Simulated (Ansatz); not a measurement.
Mulliken charges of F$_{3}$HOSn (`[OH][Sn]([F])([F])[F]`) from B3LYP/def2-TZVPP in Ansatz (PBE0-D4/def2-TZVP geometry).

```csv
atom,x (Å),y (Å),z (Å),charge (e)
O1,-0.657,0.613,1.266,-0.489
Sn2,0.261,-0.245,-0.184,1.609
F3,-0.654,0.045,-1.812,-0.446
F4,0.403,-2.097,0.113,-0.438
F5,2.021,0.391,-0.394,-0.440
H6,-1.333,1.229,0.965,0.204
```

By hand: the dipole of these point charges (1 e Å = 4.8032 D).

Σ q r = (-0.305, 0.283, 0.214) e Å, of length 0.468 e Å = 2.25 D.

How does the dipole of the full density compare? (Estimate.)

Ansatz gave: (-0.346, 0.317, 0.134) e Å, 2.34 D; the point charges give 0.96 times that, at 11° from its direction.

Point charges leave out the atoms' own dipoles, such as those of lone pairs, and Mulliken's split depends on the basis, so the close match here is no proof of good charges.

B3LYP here is the variant with VWN-RPA as its local correlation; programs differ in this.
